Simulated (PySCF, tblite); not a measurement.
Isomers of C6H15NSi. All values are computed: GFN2-xTB (tblite) harmonic vibrations without scaling, gas phase. This tight-binding method is rough: wavenumbers can miss measured ones by several per cent, in bad cases by 10 to 20. Modes of hydrogen on silicon can be 10 to 20 % off. One conformer each.

Electronic energies: PBE0/pcSseg-1 single points on the GFN2-xTB geometries (PySCF, gas phase).

| SMILES | electronic energy, lowest = 0 (kJ/mol) |
| --- | --- |
| CC(C)[C@@H]1CN[SiH2]C1 | 0.0 |
| [H]/N=C\C(C)(C)[SiH2]CC | 101.0 |
| C=CN([SiH3])[C@@H](C)CC | 105.0 |
| CCC[C@H]1CN[SiH2]C1 | 0.3 |
| CCCN1CCC[SiH2]1 | 19.5 |
| C=C[C@H](C)[SiH2]NCC | 85.0 |
| C=CN([SiH2]C)C(C)C | 68.2 |

Problem. How do GFN2-xTB zero-point energies change the relative energies?

Solution. 
```
                 SMILES  ZPE (kJ/mol)  of it from modes above 1550 cm⁻¹  electronic (kJ/mol)  with ZPE, lowest = 0 (kJ/mol)  lowest mode (cm⁻¹)  rings
 CC(C)[C@@H]1CN[SiH2]C1         522.4                             261.7                  0.0                            0.0                  67      1
    CCC[C@H]1CN[SiH2]C1         522.9                             260.8                  0.3                            0.8                  66      1
        CCCN1CCC[SiH2]1         522.8                             257.4                 19.5                           19.9                  49      1
     C=CN([SiH2]C)C(C)C         511.3                             273.8                 68.2                           57.1                  34      0
   C=C[C@H](C)[SiH2]NCC         511.6                             273.7                 85.0                           74.2                  24      0
[H]/N=C\C(C)(C)[SiH2]CC         512.2                             272.8                101.0                           90.8                  46      0
C=CN([SiH3])[C@@H](C)CC         507.7                             268.3                105.0                           90.3                  34      0
```

The zero-point energies span 15.2 kJ/mol, from `C=CN([SiH3])[C@@H](C)CC` to `CCC[C@H]1CN[SiH2]C1`. The lowest isomer stays, but the order above it changes.

Problem. And how do the electronic energies of GFN2-xTB itself compare?

Solution. `CC(C)[C@@H]1CN[SiH2]C1` 6.8; `CCC[C@H]1CN[SiH2]C1` 9.1; `CCCN1CCC[SiH2]1` 0.0; `C=CN([SiH2]C)C(C)C` 79.3; `C=C[C@H](C)[SiH2]NCC` 123.9; `[H]/N=C\C(C)(C)[SiH2]CC` 183.3; `C=CN([SiH3])[C@@H](C)CC` 53.6 kJ/mol, lowest = 0. Against the energies above, taken from the same isomer `CC(C)[C@@H]1CN[SiH2]C1`, the largest difference is 75.5 kJ/mol.

Problem. What do entropy and thermal enthalpy add at 298.15 K and 1 bar (rigid rotor, harmonic oscillator, one conformer each)?

Solution. 
```tsv
SMILES	point group	symmetry number	S (J/(mol K))	H − H(0) (kJ/mol)	ZPE + H − H(0) − TS (kJ/mol)
CC(C)[C@@H]1CN[SiH2]C1	C1	1	403.7	29.10	431.1
CCC[C@H]1CN[SiH2]C1	C1	1	409.7	29.23	430.0
CCCN1CCC[SiH2]1	C1	1	410.5	28.97	429.4
C=CN([SiH2]C)C(C)C	C1	1	443.5	33.53	412.6
[H]/N=C\C(C)(C)[SiH2]CC	C1	1	445.3	33.83	413.3
C=CN([SiH3])[C@@H](C)CC	C1	1	438.5	32.79	409.8
```

Not tabulated: `C=C[C@H](C)[SiH2]NCC` (lowest mode only 24 cm⁻¹).
